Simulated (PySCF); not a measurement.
Ga(H)2(Vi), SMILES [GaH2][CH]=C, singlet at its B3LYP/def2-SVP optimised geometry (Å):

```
8

Ga     0.2106     1.2663     0.0000
H      1.7872     1.2663     0.0000
H     -0.6058     2.6128     0.0000
C     -0.6909    -0.4766     0.0002
C      0.0042    -1.6276     0.0012
H     -1.7872    -0.5470    -0.0003
H     -0.4813    -2.6128     0.0015
H      1.1013    -1.6430     0.0017
```

Calculation: B3LYP/def2-TZVP run with PySCF 2.14.0. Cells within 0.4 Å of a nucleus heavier than hydrogen are left out (blank, or x).

Map of the Laplacian of the electron density (e/bohr⁵), clipped to [-1.50, 1.50] on the plane z = 0.0 Å:

```
|55555555555555555555555555555|
|55555555555555555555555555555|
|55555555555555555555555555555|
|55555555555555555555555555555|
|55555555555555555555555555555|
|55555555555555555555555555555|
|55555555555534555555555555555|
|55555555555502455555555555555|
|55555555555544665555555555555|
|55555555555559999545555555555|
|55555555555569xx9640555555555|
|55555555555559xx9640555555555|
|55555555555558999555555555555|
|55555555555544565555555555555|
|55555555555423455555555555555|
|55555555502xxx555555555555555|
|555555555033x5555555555555555|
|55555555555541355555555555555|
|55555555555555x63055555555555|
|5555555555555xxx2055555555555|
|55555555555541255555555555555|
|55555555555520455555555555555|
|55555555555554555555555555555|
|55555555555555555555555555555|
|55555555555555555555555555555|
|55555555555555555555555555555|
|55555555555555555555555555555|
|55555555555555555555555555555|
|55555555555555555555555555555|
```
Scale: ten equal steps from -1.50 (start of '0') to 1.50 (end of '9'), in the order '0123456789'; x runs from -5.00 to 5.00, y from -5.00 (bottom) to 5.00 (top).
